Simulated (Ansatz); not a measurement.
Mulliken charges of `[NH2][Al]1[SiH2][S]1` from r2SCAN/def2-TZVPP in Ansatz (PBE0-D4/def2-TZVP geometry).

| atom | x (Å) | y (Å) | z (Å) | charge (e) |
| --- | --- | --- | --- | --- |
| N1 | -1.066 | 1.873 | -0.302 | -0.469 |
| Al2 | -0.232 | 0.335 | -0.183 | 0.434 |
| Si3 | 0.990 | -1.467 | 0.589 | 0.183 |
| S4 | 0.159 | -1.381 | -1.455 | -0.330 |
| H5 | -1.128 | 2.548 | 0.441 | 0.166 |
| H6 | -1.552 | 2.200 | -1.122 | 0.165 |
| H7 | 2.475 | -1.561 | 0.597 | -0.074 |
| H8 | 0.446 | -2.604 | 1.378 | -0.074 |

**Question.** By hand: the dipole of these point charges (1 e Å = 4.8032 D).

**Answer.** Σ q r = (-0.132, 0.548, 0.392) e Å, of length 0.687 e Å = 3.30 D.

**Question.** How does the dipole of the full density compare? (Best estimate.)

**Answer.** The calculation gave: (-0.221, 0.590, 0.215) e Å, 3.20 D; the point charges give 1.03 times that, at 17° from its direction.

Point charges leave out the atoms' own dipoles, such as those of lone pairs, and Mulliken's split depends on the basis, so the close match here is no proof of good charges.
